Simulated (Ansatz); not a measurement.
Geometry optimisation, RKS PBE0/def2-SVP in Ansatz.

The input (input.yaml):

```yaml
crystal:
  periodic: [false, false, false]
  atoms:
    - { symbol: B, position_ang: [1.65744, 0.37555, -0.88708] }
    - { symbol: In, position_ang: [-0.37117, 0.73714, 0.05057] }
    - { symbol: "N", position_ang: [-1.09928, 2.62707, -0.1766] }
    - { symbol: H, position_ang: [2.55605, 0.09396, -0.19485] }
    - { symbol: H, position_ang: [1.78514, 0.30018, -2.04491] }
    - { symbol: H, position_ang: [-1.55003, -0.25247, 0.86834] }
    - { symbol: H, position_ang: [-0.45723, 3.37787, -0.40749] }
    - { symbol: H, position_ang: [-1.74615, 2.99024, 0.51562] }
basis:
  gaussian: { orbitals: def2-SVP }
hamiltonian:
  xc: pbe0
relax:
  f_tol: 0.015
  max_steps: 40
output:
  orbitals: {}
```

Launched with:

```bash
$ ansatz run input.yaml --threads 1 --pin off --max-ram 2048MiB --backend cpu --events-out ev --progress --plain --runs-dir out
```

Question: Where does it end, and by what steps?

Answer: The run converged. The force dipped under the threshold on the way, but the program's further checks kept it going. After 9 steps the energy has fallen by 0.101 eV; H5 moved furthest, 0.28 Å.

| step | energy less start (eV) | largest force component (eV/Å) | accepted |
| --- | --- | --- | --- |
| 0 | 0.0000 | 1.275 | yes |
| 1 | 0.0192 | 1.207 | no |
| 2 | -0.0770 | 0.276 | yes |
| 3 | -0.0922 | 0.183 | yes |
| 4 | -0.0963 | 0.264 | yes |
| 5 | -0.0979 | 0.113 | yes |
| 6 | -0.1001 | 0.010 | yes |
| 7 | -0.1005 | 0.104 | yes |
| 8 | -0.1009 | 0.054 | yes |
| 9 | -0.1011 | 0.008 | yes |

```xyz
8
Properties=species:S:1:pos:R:3
B 1.643 0.290 -0.888
In -0.358 0.776 0.015
N -1.011 2.693 0.024
H 2.653 0.258 -0.222
H 1.765 0.023 -2.062
H -1.533 -0.265 0.748
H -0.495 3.490 -0.328
H -1.890 2.984 0.435
```

Whether the end is a true minimum wasn't checked by a vibrational analysis.

The run took 120 s on 1 CPU thread of a shared host.
